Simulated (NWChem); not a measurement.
System: GeSiN2H6; SMILES [NH]1[SiH2][NH][GeH2]1

Input file for NWChem:

```
start job
memory heap 200 mb stack 900 mb global 1100 mb
geometry units angstroms
  N      0.059283    -1.085652    -0.690928
  Si    -1.577213    -0.500495    -0.556807
  N     -0.900170     0.886372     0.252141
  Ge     0.806394     0.244797     0.307591
  H      0.364929    -1.995800    -0.979415
  H     -2.438843    -1.336146     0.279343
  H     -2.160488    -0.153236    -1.848998
  H     -1.389236     1.609643     0.744794
  H      1.814629     1.099577    -0.427456
  H      1.333142    -0.163231     1.670966
end
basis spherical
  * library 6-31g*
end
dft
  xc b3lyp
  iterations 150
end
driver
  maxiter 120
end
task dft optimize
task dft freq
```

Excerpt of the output:

```
             Northwest Computational Chemistry Package (NWChem) 7.3.0
             --------------------------------------------------------

 C1  symmetry detected

                             Geometry "geometry" -> ""
                             -------------------------

 Output coordinates in angstroms (scale by  1.889725989 to convert to a.u.)

  No.       Tag          Charge          X              Y              Z
 ---- ---------------- ---------- -------------- -------------- --------------
    1 N                    7.0000    -1.19355249    -0.40144635     0.07351325
    2 Si                  14.0000    -0.00004689    -1.66799006    -0.02612459
    3 N                    7.0000     1.19366292    -0.40231875     0.07040104
    4 Ge                  32.0000     0.00008826     0.97471882    -0.00834492
    5 H                    1.0000    -2.18243355    -0.47576656    -0.07347098
    6 H                    1.0000    -0.01565680    -2.39879100    -1.29322837
    7 H                    1.0000     0.01198668    -2.52674606     1.15410821
    8 H                    1.0000     2.18210260    -0.47736265    -0.07916123
    9 H                    1.0000     0.01251185     1.87657221     1.20573370
   10 H                    1.0000    -0.01145156     1.78930832    -1.28859977

 Effective nuclear repulsion energy (a.u.)     377.3496642707

                                Z-matrix (autoz)
                                --------

 Units are Angstrom for bonds and degrees for angles

[...]

      ----------------------
      Optimization converged
      ----------------------

  Step       Energy      Delta E   Gmax     Grms     Xrms     Xmax
  ---- ---------------- -------- -------- -------- -------- --------
@    5   -2479.39215708 -2.4D-06  0.00018  0.00004  0.00074  0.00163
                                     ok       ok       ok       ok

                                Z-matrix (autoz)
                                --------

 Units are Angstrom for bonds and degrees for angles

[...]

 Rotational Constants
 --------------------
 A=   0.292575 cm-1  (  0.420940 K)
 B=   0.093054 cm-1  (  0.133881 K)
 C=   0.074503 cm-1  (  0.107191 K)

 Temperature                      =   298.15K
 frequency scaling parameter      =   1.0000

 Zero-Point correction to Energy  =   39.701 kcal/mol  (  0.063268 au)
 Thermal correction to Energy     =   43.281 kcal/mol  (  0.068972 au)
 Thermal correction to Enthalpy   =   43.873 kcal/mol  (  0.069916 au)

 Total Entropy                    =   77.071 cal/mol-K
   - Translational                =   40.615 cal/mol-K (mol. weight = 135.9519)
   - Rotational                   =   26.166 cal/mol-K (symmetry #  =        1)
   - Vibrational                  =   10.289 cal/mol-K

 Cv (constant volume heat capacity) =   21.003 cal/mol-K
   - Translational                  =    2.979 cal/mol-K
   - Rotational                     =    2.979 cal/mol-K
   - Vibrational                    =   15.045 cal/mol-K

[normal modes left out]

 ----------------------------------------------------------------------------
 Normal Eigenvalue ||           Projected Infra Red Intensities
  Mode   [cm**-1]  || [atomic units] [(debye/angs)**2] [(KM/mol)] [arbitrary]
 ------ ---------- || -------------- ----------------- ---------- -----------
    1     -294.933 ||    0.019345           0.446        18.859       2.370
    2       -0.000 ||    0.000099           0.002         0.096       0.012
    3        0.000 ||    0.000052           0.001         0.050       0.006
    4        0.000 ||    0.000219           0.005         0.213       0.027
    5        0.000 ||    0.000245           0.006         0.239       0.030
    6        0.000 ||    0.000112           0.003         0.109       0.014
    7        0.000 ||    0.000004           0.000         0.004       0.001
    8       65.903 ||    0.083896           1.936        81.786      10.279
    9      320.757 ||    0.150941           3.482       147.145      18.493
   10      425.879 ||    0.017369           0.401        16.932       2.128
   11      516.013 ||    0.000177           0.004         0.173       0.022
   12      571.771 ||    0.008155           0.188         7.950       0.999
   13      576.753 ||    0.000116           0.003         0.114       0.014
   14      582.322 ||    0.030388           0.701        29.624       3.723
   15      676.450 ||    0.000571           0.013         0.557       0.070
   16      699.351 ||    0.077408           1.786        75.461       9.484
   17      734.791 ||    0.154259           3.559       150.379      18.900
   18      805.075 ||    0.000982           0.023         0.958       0.120
   19      867.894 ||    0.036643           0.845        35.722       4.490
   20      908.467 ||    0.113734           2.624       110.874      13.935
   21      942.688 ||    0.340711           7.860       332.142      41.744
   22     1039.380 ||    0.000056           0.001         0.054       0.007
   23     1048.906 ||    0.034739           0.801        33.866       4.256
   24     1084.735 ||    0.362104           8.354       352.996      44.365
   25     2066.586 ||    0.225619           5.205       219.945      27.643
   26     2087.320 ||    0.207980           4.798       202.749      25.482
   27     2188.739 ||    0.274241           6.327       267.344      33.600
   28     2218.189 ||    0.242311           5.590       236.217      29.688
   29     3676.610 ||    0.001193           0.028         1.163       0.146
   30     3680.031 ||    0.064914           1.498        63.281       7.953
 ----------------------------------------------------------------------------

 ===============================================================================
      Negative Nuclear Hessian Mode    1  Eigenvalue =   -294.93 cm**(-1)
 -------------------------------------------------------------------------------
   Raw step length:  0.492 angstroms ;  The Raw step for this mode is:
    1 N                    7.0000    -0.00617577     0.00003618     0.03648950
    2 Si                  14.0000     0.00203562     0.00003337     0.00006180
    3 N                    7.0000    -0.00633226    -0.00001605    -0.03685467
    4 Ge                  32.0000     0.00047580    -0.00001511     0.00002423
    5 H                    1.0000     0.05001257     0.00128819    -0.33299277
    6 H                    1.0000    -0.07182687    -0.00001965     0.00056205
    7 H                    1.0000     0.05748674     0.00015147    -0.00013965
    8 H                    1.0000     0.05171009    -0.00141034     0.33391894
    9 H                    1.0000     0.03763438    -0.00016172    -0.00007801
   10 H                    1.0000    -0.04263282     0.00005439     0.00031060

  Geometry after  100.0% step for mode  1; Step length =  0.492 angstroms
   Maximum component (any atom: x,y, or z) displacement:  0.631
    1 N                    7.0000    -1.22338963    -0.42028362     0.11239965
    2 Si                  14.0000     0.00127468    -1.66791746    -0.01052465
    3 N                    7.0000     1.21097689    -0.42134352     0.02878400
    4 Ge                  32.0000     0.00080384     0.98991026    -0.00139232
    5 H                    1.0000    -2.16262229    -0.41437264    -0.41363381
    6 H                    1.0000    -0.08044020    -2.49286067    -1.25827915
    7 H                    1.0000     0.06322728    -2.63976370     1.12153607
    8 H                    1.0000     2.26375393    -0.41879881     0.23878549
    9 H                    1.0000     0.04538442     1.94035509     1.22649678
   10 H                    1.0000    -0.04937044     1.83519370    -1.30804369

  Geometry after -100.0% step for mode  1; Step length =  0.492 angstroms
   Maximum component (any atom: x,y, or z) displacement:  0.631
    1 N                    7.0000    -1.21103808    -0.42035598     0.03942064
    2 Si                  14.0000    -0.00279656    -1.66798419    -0.01064826
    3 N                    7.0000     1.22364142    -0.42131142     0.10249335
    4 Ge                  32.0000    -0.00014775     0.98994048    -0.00144078
    5 H                    1.0000    -2.26264743    -0.41694902     0.25235174
    6 H                    1.0000     0.06321354    -2.49282136    -1.25940324
    7 H                    1.0000    -0.05174621    -2.64006664     1.12181537
    8 H                    1.0000     2.16033376    -0.41597814    -0.42905239
    9 H                    1.0000    -0.02988435     1.94067852     1.22665280
   10 H                    1.0000     0.03589520     1.83508491    -1.30866490

  Geometry after   50.0% step for mode  1; Step length =  0.246 angstroms
   Maximum component (any atom: x,y, or z) displacement:  0.316
    1 N                    7.0000    -1.22030174    -0.42030171     0.09415489
    2 Si                  14.0000     0.00025687    -1.66793414    -0.01055555
    3 N                    7.0000     1.21414302    -0.42133550     0.04721134
    4 Ge                  32.0000     0.00056594     0.98991782    -0.00140444
    5 H                    1.0000    -2.18762858    -0.41501674    -0.24713742
    6 H                    1.0000    -0.04452677    -2.49285084    -1.25856017
    7 H                    1.0000     0.03448391    -2.63983944     1.12160590
    8 H                    1.0000     2.23789888    -0.41809364     0.07182602
    9 H                    1.0000     0.02656722     1.94043595     1.22653578
   10 H                    1.0000    -0.02805403     1.83516651    -1.30819899

  Geometry after  -50.0% step for mode  1; Step length =  0.246 angstroms
   Maximum component (any atom: x,y, or z) displacement:  0.316
    1 N                    7.0000    -1.21412597    -0.42033789     0.05766539
    2 Si                  14.0000    -0.00177875    -1.66796751    -0.01061735
    3 N                    7.0000     1.22047529    -0.42131945     0.08406601
    4 Ge                  32.0000     0.00009015     0.98993293    -0.00142867
    5 H                    1.0000    -2.23764115    -0.41630492     0.08585535
    6 H                    1.0000     0.02730010    -2.49283119    -1.25912222
    7 H                    1.0000    -0.02300283    -2.63999090     1.12174554
    8 H                    1.0000     2.18618880    -0.41668330    -0.26209292
    9 H                    1.0000    -0.01106716     1.94059767     1.22661379
   10 H                    1.0000     0.01457879     1.83511211    -1.30850959

  Geometry after   31.7% step for mode  1; Step length =  0.156 angstroms
   Maximum component (any atom: x,y, or z) displacement:  0.200
    1 N                    7.0000    -1.21917126    -0.42030833     0.08747547
    2 Si                  14.0000    -0.00011575    -1.66794025    -0.01056687
    3 N                    7.0000     1.21530215    -0.42133256     0.05395760
    4 Ge                  32.0000     0.00047885     0.98992059    -0.00140887
    5 H                    1.0000    -2.19678340    -0.41525254    -0.18618293
    6 H                    1.0000    -0.03137883    -2.49284724    -1.25866305
    7 H                    1.0000     0.02396093    -2.63986716     1.12163146
    8 H                    1.0000     2.22843333    -0.41783548     0.01070200
    9 H                    1.0000     0.01967823     1.94046555     1.22655006
   10 H                    1.0000    -0.02025007     1.83515655    -1.30825585

  Geometry after  -31.7% step for mode  1; Step length =  0.156 angstroms
   Maximum component (any atom: x,y, or z) displacement:  0.200
    1 N                    7.0000    -1.21525644    -0.42033127     0.06434481
    2 Si                  14.0000    -0.00140613    -1.66796140    -0.01060604
    3 N                    7.0000     1.21931616    -0.42132238     0.07731975
    4 Ge                  32.0000     0.00017724     0.98993016    -0.00142423
    5 H                    1.0000    -2.22848632    -0.41606912     0.02490087
    6 H                    1.0000     0.01415216    -2.49283478    -1.25901934
    7 H                    1.0000    -0.01247986    -2.63996318     1.12171998
    8 H                    1.0000     2.19565435    -0.41694147    -0.20096890
    9 H                    1.0000    -0.00417817     1.94056806     1.22659951
   10 H                    1.0000     0.00677483     1.83512207    -1.30845274

  Geometry after   15.8% step for mode  1; Step length =  0.078 angstroms
   Maximum component (any atom: x,y, or z) displacement:  0.100
    1 N                    7.0000    -1.21819256    -0.42031407     0.08169281
    2 Si                  14.0000    -0.00043834    -1.66794554    -0.01057666
    3 N                    7.0000     1.21630565    -0.42133001     0.05979814
    4 Ge                  32.0000     0.00040345     0.98992298    -0.00141271
    5 H                    1.0000    -2.20470913    -0.41545668    -0.13341198
    6 H                    1.0000    -0.01999608    -2.49284413    -1.25875212
    7 H                    1.0000     0.01485074    -2.63989117     1.12165359
    8 H                    1.0000     2.22023858    -0.41761197    -0.04221572
    9 H                    1.0000     0.01371413     1.94049118     1.22656243
   10 H                    1.0000    -0.01349384     1.83514793    -1.30830507

  Geometry after  -15.8% step for mode  1; Step length =  0.078 angstroms
   Maximum component (any atom: x,y, or z) displacement:  0.100
    1 N                    7.0000    -1.21623515    -0.42032553     0.07012748
    2 Si                  14.0000    -0.00108353    -1.66795611    -0.01059625
    3 N                    7.0000     1.21831266    -0.42132493     0.07147921
    4 Ge                  32.0000     0.00025264     0.98992777    -0.00142039
    5 H                    1.0000    -2.22056059    -0.41586497    -0.02787008
    6 H                    1.0000     0.00276941    -2.49283790    -1.25893026
    7 H                    1.0000    -0.00336966    -2.63993917     1.12169785
    8 H                    1.0000     2.20384910    -0.41716497    -0.14805117
    9 H                    1.0000     0.00178593     1.94054244     1.22658715
   10 H                    1.0000     0.00001861     1.83513069    -1.30840352
```

Level: B3LYP/6-31G* (spherical d). B3LYP is NWChem's, with the RPA form of VWN correlation. The optimisation ended at a saddle point (imaginary frequency).
